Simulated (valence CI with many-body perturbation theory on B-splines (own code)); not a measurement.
Hyperfine factors and g values of Ce XLVI

Computed by configuration interaction combined with many-body perturbation theory (CI+MBPT): three valence electrons over a frozen Dirac-Fock core [Ne], a basis of 11 s, 11 p, 9 d, 7 f, 5 g, 2 h, 1 i functions for each j, with the one-electron correlation potential Σ1, the two-electron term Σ2, the three-electron term Σ3, Breit, model QED; selected CI, second order for the rest (own B-spline code, finite nucleus).

The last digits are not significant, and no measured levels were compared; by estimate large intervals hold to a few tenths of a per cent, small ones and those within an open d or f shell to about a per cent.

A/g_I is the dipole constant over the nuclear g factor μ/I (μ in nuclear magnetons, uniformly magnetised nucleus), B/Q the quadrupole constant per barn. Both hold the static response of the core; the bare values leave it out. Large factors of s and p1/2 electrons are usually good to 5 to 10 %; those of open d and f shells near neutrality can be off by tens of per cent, and small factors of p3/2, d and f electrons come from cancelling terms and can be off by a factor of two or in sign, in half-filled shells by more. B is blank for J = 1/2, where it vanishes, and for nearly pure S terms. Energies count from the lowest level.

Levels are named by their leading jj configuration (3d3/2^4 stands for four electrons in 3d with j = 3/2), which in mixed levels can hold well under half, so a name can repeat and another be missing. Letters in brackets count levels of one name in rising energy.

```csv
Level,E (× 10³ cm⁻¹),g,A/g_I (MHz),A/g_I bare,B/Q (MHz/b),B/Q bare
(3s^2 3p1/2) J=1/2,0.00,0.655,635000,621000,,
(3s 3p1/2^2) J=1/2,916.00,2.248,1900000,1850000,,
(3s^2 3p3/2) J=3/2,930.27,1.326,94800,94500,179000,176000
(3s 3p1/2 3p3/2) J=3/2 [a],1684.5,1.660,482000,473000,145000,143000
(3s 3p1/2 3p3/2) J=5/2,1785.6,1.365,564000,552000,111000,109000
(3s 3p1/2 3p3/2) J=3/2 [b],1920.5,0.942,30600,31900,121000,119000
(3s 3p1/2 3p3/2) J=1/2,1985.9,1.203,-591000,-573000,,
(3s^2 3d3/2) J=3/2,2303.7,0.837,27600,29400,29200,30100
(3s^2 3d5/2) J=5/2,2442.5,1.252,95900,95600,11300,12800
(3s 3p3/2^2) J=5/2,2732.3,1.361,419000,410000,97300,95900
(3p1/2^2 3p3/2) J=3/2,2844.0,1.227,67300,69100,146000,144000
(3s 3p3/2^2) J=1/2,2920.2,1.861,1980000,1930000,,
(3s 3p1/2 3d3/2) J=3/2 [a],2957.1,0.550,-150000,-144000,49900,50200
(3s 3p3/2^2) J=3/2,2961.9,1.198,-273000,-263000,-48400,-47600
(3s 3p1/2 3d3/2) J=5/2,3029.2,1.044,511000,500000,-1200,290
(3s 3p1/2 3d3/2) J=1/2,3183.0,0.361,-768000,-746000,,
(3s 3p1/2 3d3/2) J=3/2 [b],3199.2,1.320,421000,413000,27300,27100
(3s 3p1/2 3d5/2) J=5/2 [a],3250.4,1.345,183000,181000,27600,29000
(3s 3p1/2 3d5/2) J=7/2,3312.6,1.252,376000,369000,-5080,-2980
(3s 3p1/2 3d5/2) J=5/2 [b],3379.5,1.074,46000,47000,38800,39600
(3s 3p1/2 3d5/2) J=3/2,3404.2,1.172,-302000,-291000,-5390,-4180
(3p1/2 3p3/2^2) J=5/2,3753.8,1.130,224000,220000,49500,49000
(3p1/2 3p3/2^2) J=3/2,3791.5,1.328,-18800,-14300,38400,38000
(3p1/2 3p3/2^2) J=1/2,3857.6,0.668,638000,621000,,
(3s 3p3/2 3d3/2) J=3/2 [a],3977.1,1.339,302000,298000,-11000,-11800
(3s 3p3/2 3d3/2) J=5/2 [a],3983.4,1.269,260000,256000,45000,43800
(3s 3p3/2 3d3/2) J=1/2 [a],3984.9,2.306,940000,921000,,
(3s 3p3/2 3d3/2) J=7/2,4004.9,1.290,324000,319000,136000,135000
(3s 3p3/2 3d5/2) J=9/2,4064.7,1.326,264000,260000,220000,219000
(3p1/2^2 3d3/2) J=3/2,4092.4,0.761,53200,53000,27200,28400
(3s 3p3/2 3d3/2) J=3/2 [b],4143.9,1.019,-30200,-26900,-96300,-94500
(3s 3p3/2 3d5/2) J=5/2 [a],4206.0,1.337,387000,379000,-87000,-85300
(3s 3p3/2 3d3/2) J=5/2 [b],4270.9,0.937,-72300,-68000,125000,125000
(3s 3p3/2 3d5/2) J=3/2 [a],4279.0,1.164,-70400,-65300,-92100,-90600
(3s 3p3/2 3d5/2) J=7/2 [a],4281.3,1.186,127000,126000,173000,172000
(3s 3p3/2 3d3/2) J=1/2 [b],4289.7,0.610,161000,159000,,
(3p1/2^2 3d5/2) J=5/2,4371.8,1.194,16300,19100,22500,24000
(3s 3p3/2 3d5/2) J=7/2 [b],4382.4,1.194,57700,58700,124000,124000
(3s 3p3/2 3d5/2) J=1/2,4449.7,0.681,-411000,-399000,,
(3s 3p3/2 3d5/2) J=3/2 [b],4503.2,1.303,456000,447000,55700,55800
```
